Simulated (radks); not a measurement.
Results of a calculation; reference values are marked as such.
Ta60+, 13 electrons, occupied as [Ne] 3s2 3p1 (the NIST ground configuration).

Level of theory: scalar-relativistic Kohn-Sham, PBE, spin-polarised, spherical densities, finite nucleus; open shells are filled with parallel spins first (spin-orbit coupling, left out, can overturn this in heavy ions); Fermi nuclear charge, rms radius 5.3507 fm (a radial shooting solver on a logarithmic mesh with Libxc functionals).

Energy parts (Ry):
| part | energy |
|---|---|
| total | -22925.7585 |
| kinetic | 25840.9812 |
| electron-nucleus | -50481.9815 |
| Hartree | 2009.4330 |
| exchange-correlation | -294.1912 |

Orbitals (lengths in bohr, moments of r in powers of bohr; r(max) is where P^2 peaks; r(90%) holds 90 % of the orbital's charge):
1s up: occ. 1; eigenvalue (Ry) -5312.458; <1/r> 85.43; r(90%) 0.0339; <r^4> 6.186e-07; r(max) 0.01168
1s down: occ. 1; eigenvalue (Ry) -5312.173; <1/r> 85.44; r(90%) 0.0339; <r^4> 6.186e-07; r(max) 0.01168
2s up: occ. 1; eigenvalue (Ry) -1195.298; <1/r> 20.24; r(90%) 0.121; <r^4> 0.00008770; r(max) 0.06641
2s down: occ. 1; eigenvalue (Ry) -1195.068; <1/r> 20.24; r(90%) 0.120; <r^4> 0.00008759; r(max) 0.06642
2p up: occ. 3; eigenvalue (Ry) -1093.252; <1/r> 18.38; r(90%) 0.113; <r^4> 0.00006709; r(max) 0.05428
2p down: occ. 3; eigenvalue (Ry) -1092.940; <1/r> 18.38; r(90%) 0.113; <r^4> 0.00006701; r(max) 0.05429
3s up: occ. 1; eigenvalue (Ry) -486.7244; <1/r> 8.234; r(90%) 0.272; <r^4> 0.002335; r(max) 0.1781
3s down: occ. 1; eigenvalue (Ry) -485.5910; <1/r> 8.231; r(90%) 0.272; <r^4> 0.002341; r(max) 0.1781
3p up: occ. 1; eigenvalue (Ry) -456.4547; <1/r> 7.685; r(90%) 0.272; <r^4> 0.002287; r(max) 0.1737
3p down: occ. 0; eigenvalue (Ry) -455.3351; <1/r> 7.684; r(90%) 0.272; <r^4> 0.002293; r(max) 0.1736
3d up: occ. 0; eigenvalue (Ry) -430.1567; <1/r> 7.277; r(90%) 0.245; <r^4> 0.001481; r(max) 0.1375
3d down: occ. 0; eigenvalue (Ry) -429.2438; <1/r> 7.283; r(90%) 0.245; <r^4> 0.001480; r(max) 0.1372
4s up: occ. 0; eigenvalue (Ry) -260.8278; <1/r> 4.406; r(90%) 0.488; <r^4> 0.02515; r(max) 0.3514
4s down: occ. 0; eigenvalue (Ry) -260.3931; <1/r> 4.404; r(90%) 0.489; <r^4> 0.02523; r(max) 0.3516

The highest occupied level is 3p up at -6210.4 eV. Summed over all electrons, <r^2> = 0.1694 bohr^2, which gives a Langevin (diamagnetic) susceptibility term of -0.134 x 10^-6 cm^3/mol. For comparison, the ionisation energy in NIST's Atomic Spectra Database is 6502 eV (theoretical). In exact Kohn-Sham theory the highest level is minus the ionisation energy, but local and semilocal functionals leave it too shallow, through self-interaction and a potential that decays too fast; potentials with the right tail come closer. The spin density at the nucleus is -35.85 e/bohr^3 (1s -47.12, 2s -2.67, 3s 13.94). Spin moment in Bohr magnetons: 1. The electron density at the nucleus is 1.398e+06 e/bohr^3 (large components only). The density falls to 0.001 e/bohr^3 at r = 0.54 bohr.
